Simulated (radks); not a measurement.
Spherical quantum dot in the effective-mass picture: electrons in a hard-walled sphere of radius 3.95, with a point charge +1 (a donor) at the centre, all in effective atomic units (hartree* = m*/eps^2 hartree, bohr* = eps/m* bohr), one dielectric constant everywhere. Calculated with a radial shooting solver with Libxc functionals: non-relativistic Kohn-Sham, exchange-only LDA, spin-polarised, spherical densities. Levels are named by radial order and angular momentum (1s, 1p, 1d, 2s, ...), and open shells are averaged over m. Results are scaled to m* = 0.041 and eps = 11.1, for which hartree* = 9.055 meV and bohr* = 14.33 nm. At N = 1 the configuration is 1s(up 1, down 0). Does electron 2 go into 1p up or 1s down?

Answer. Into 1s down. The total energies of the other choices lie higher by 3.44 meV (1p up).
